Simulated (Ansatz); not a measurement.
A nudged elastic band was laid between two geometries of AlBClH$_{5}$OSi (10 atoms, charge 0, multiplicity 1).

These are results of RKS PBE/def2-SVP in Ansatz 0.2.0, not measurements.

| Item | Value |
| --- | --- |
| movable images | 5 |
| climbing image | yes |
| spring | 5.0 eV/Å² |
| optimiser | quadratic models (default) |
| start path | through a guess of the saddle point |
| force threshold | 0.05 eV/Å |
| iteration limit | 60 |
| end points | relaxed |

Image 0:

```xyz
10
Properties=species:S:1:pos:R:3
Al -0.834 -0.689 1.614
O -0.130 -1.426 0.127
B 0.445 -0.975 -0.980
Si 0.614 1.080 -1.095
Cl -0.290 1.636 0.828
H 0.100 -0.849 2.894
H -2.426 -0.688 1.617
H 0.845 -1.714 -1.869
H -0.211 1.845 -2.095
H 1.971 1.729 -1.036
```

Image 6:

```xyz
10
Properties=species:S:1:pos:R:3
Al -0.831 -0.689 1.615
O -0.131 -1.427 0.126
B 0.443 -0.975 -0.981
Si 0.611 1.080 -1.096
Cl -0.303 1.637 0.822
H -2.423 -0.696 1.627
H 0.111 -0.841 2.891
H 0.843 -1.714 -1.871
H -0.206 1.847 -2.101
H 1.969 1.727 -1.030
```

Question: What changes between the two ends?

Answer: No bond is made or broken. The dihedral H7–Al1–O2–B3 goes from 104 to -105°. The two ends are copies of one structure, up to a mirror image or an exchange of like atoms.

Question: What energy profile does the band end with?

Answer: The forces met the threshold. The highest image is number 3 of 0 to 6, 0.64 eV above the ends, which have the same energy within 2 meV. A vibrational analysis at the climbing image gives one clearly imaginary mode, 195i cm⁻¹: a first-order saddle point.

```tsv
image	path coordinate (Å)	energy (eV)	dihedral H7–Al1–O2–B3 (°)
0	0.00	0.00	104
1	1.13	0.30	123
2	2.26	0.54	153
3	3.39	0.64	180
4	4.52	0.55	-149
5	5.65	0.31	-122
6	6.78	0.00	-105
```

Question: What is the geometry of the highest image?

Answer: 
```xyz
10
Properties=species:S:1:pos:R:3
Al -0.974 -1.300 1.781
O -0.400 -1.149 0.142
B 0.125 -0.618 -0.976
Si 0.777 1.321 -1.081
Cl 0.498 2.311 0.759
H -0.904 -0.078 2.792
H -1.549 -2.740 2.127
H 0.223 -1.319 -1.983
H 0.042 2.112 -2.136
H 2.244 1.409 -1.424
```

Question: What are the harmonic wavenumbers there?

Answer: 195i, 46, 61, 96, 171, 335, 349, 476, 527, 559, 608, 654, 666, 774, 781, 817, 896, 1078, 1398, 1917, 1936, 2134, 2139, 2451 cm⁻¹.

The band took 25 iterations and of the order of 5 core-minutes.

Time of the run: 2.8 min on 2 threads of Intel(R) Xeon(R) Platinum 8488C (Sapphire Rapids) (shared host), peak memory 0.18 GiB.
